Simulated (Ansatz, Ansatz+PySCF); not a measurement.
```tsv
atom	x (Å)	y (Å)	z (Å)
C	0.0000	-0.0561	-0.6352
C	0.0000	-0.0490	0.7808
H	0.0000	0.7423	1.6530
H	0.0000	-1.0638	-1.2592
H	0.0000	0.9521	-1.2676
```

Basis set: def2-SVP (spherical functions). Frozen core: 2 orbitals. Correlation on ROHF uses semicanonical orbitals with singles. Charge 0, multiplicity 2.

Computed with Ansatz (development build ahead of 0.2.0); each method stands on the lowest determinant of its kind that the runs found.

(1) Give the atomization energy at this shape (free ground-state atoms in the same class of orbitals less the molecule, no zero-point energy) of doublet C2H3 by ROHF-CCSD(T), UHF-CCSD(T), ROHF-MP2, UHF-MP2, UHF, ROHF.

Results:

(1)

| method | atomization energy |
| --- | --- |
| ROHF-CCSD(T) | 415.52 kcal/mol |
| UHF-CCSD(T) | 414.68 kcal/mol |
| ROHF-MP2 | 414.23 kcal/mol |
| UHF-MP2 | 404.42 kcal/mol |
| UHF | 327.94 kcal/mol |
| ROHF | 322.37 kcal/mol |

Caution: the shape is not the minimum. Caution for UHF-CCSD(T), UHF-MP2, UHF: the unrestricted determinant is spin contaminated.
